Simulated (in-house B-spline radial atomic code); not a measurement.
Configurations of C II (C+), with energies counted from [He] 2s2 2p1. Level of theory: scalar-relativistic (X2C) OLYP, spin-polarised, spherical fractional occupations, Fermi nucleus of rms radius 2.4702 fm; calculated with an all-electron radial atomic-structure program (B-spline basis). Shells without spins written out take the highest spin.

Occupations are held fixed; configurations that lie above the ionisation limit could autoionise.

| configuration | E - E(ref) (eV) | highest orbital | its <r> (bohr) |
| --- | --- | --- | --- |
| [He] 2s1 2p2 | 5.2591 | 2p up | 1.464 |
| [He] 2s2 3s(1 up, 0 down) | 14.174 | 3s up | 4.112 |
| [He] 2s2 3p1 | 15.999 | 3p up | 4.542 |
| [He] 2s1 2p1 3d1 | 24.24 | 3d up | 4.796 |

Order these further configurations by energy, lowest first.
A. [He] 2s(0 up, 1 down) 2p(0 up, 1 down) 3d(1 up, 0 down)
B. [He] 2s(0 up, 1 down) 2p(0 up, 1 down) 3p(0 up, 1 down)
C. [He] 2s1 2p1 3s1
D. [He] 2s2 3d(0 up, 1 down)

D (17.913 eV), C (20.529 eV), B (22.342 eV), A (24.233 eV).
